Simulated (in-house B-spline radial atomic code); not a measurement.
Values are calculated unless marked as measured or tabulated.
**What the choice of pseudopotential does to G0W0 on PBE0: Ba²⁺**

All numbers come from a B-spline radial code for spherical atoms, non-relativistic (model numbers for so heavy an element), configuration [Kr] 4d10 5s2 5p6, open shells at high spin. Semilocal Troullier-Martins pseudo-atoms, one channel per l, are made with PBE or LDA for several valence sets and radii, with or without a model core, and set against the all-electron atom. One channel fits only the lowest state of its l, so a second state of that l is approximate. All electrons give 5p: PBE0 -32.38 eV, G0W0 -36.44 eV, 5s: PBE0 -45.95 eV, G0W0 -48.65 eV. Potentials are made in the ion's own configuration unless the neutral atom is named, and a smooth local potential serves every l without a channel. Potentials that miss their own reference levels by more than 6 millihartree, or need radii over 3.5 bohr, are left out. Columns give pseudo minus all-electron, in eV; a dash marks a level in the core or of low weight.

```csv
valence,made with,radii (bohr),model core (bohr),5p PBE0,5p G0W0,5s PBE0,5s G0W0
5p,"PBE, neutral atom",s 3.40 p 1.34 d 1.90,none,+0.63,+1.12,-,-
5p,"PBE, neutral atom",s 3.40 p 1.51 d 2.14,none,+0.62,+1.05,-,-
5p,"PBE, neutral atom",s 3.40 p 2.18 d 3.09,none,+0.62,+1.07,-,-
5p,"PBE, neutral atom",s 3.40 p 1.51 d 2.14,1.32,+0.93,+1.40,-,-
5p,"PBE, neutral atom",s 3.40 p 1.68 d 2.38,1.32,+0.92,+1.40,-,-
5p,"PBE, neutral atom",s 3.40 p 1.93 d 2.74,1.32,+0.92,+1.41,-,-
5s 5p,"PBE, neutral atom",s 1.54 p 1.68 d 2.38,none,-0.01,+0.10,+0.01,+0.46
5s 5p,"LDA, neutral atom",s 1.98 p 2.18 d 3.13,none,-0.32,-0.21,-0.37,+0.06
5s 5p,PBE,s 1.24 p 1.34 d 1.81,1.22,+0.07,+0.23,+0.29,+0.79
5s 5p,"LDA, neutral atom",s 1.52 p 1.68 d 2.40,1.22,+0.05,+0.19,+0.28,+0.74
4d 5s 5p,"PBE, neutral atom",s 1.39 p 1.51 d 0.63,none,-0.31,-0.81,-0.19,-0.76
4d 5s 5p,PBE,s 1.24 p 1.34 d 0.56,0.52,-0.21,-0.63,+0.13,-0.37
4d 5s 5p,"PBE, neutral atom",s 1.54 p 1.68 d 0.70,0.52,-0.25,-0.74,-0.12,-0.68
4d 5s 5p,"PBE, neutral atom",s 2.01 p 2.18 d 0.91,0.52,-0.35,-0.89,-0.21,-0.85
```

Problem. How does the G0W0 shift of 5p, which all sets hold, depend on the valence set?

Solution. Mean size: 5s 5p: 0.18 eV; 4d 5s 5p: 0.77 eV; 5p: 1.24 eV. A larger valence set can do worse when it takes only part of a shell, whose exchange with the frozen rest is then left to the functional. The means mix radii and the functional used in making the potentials.
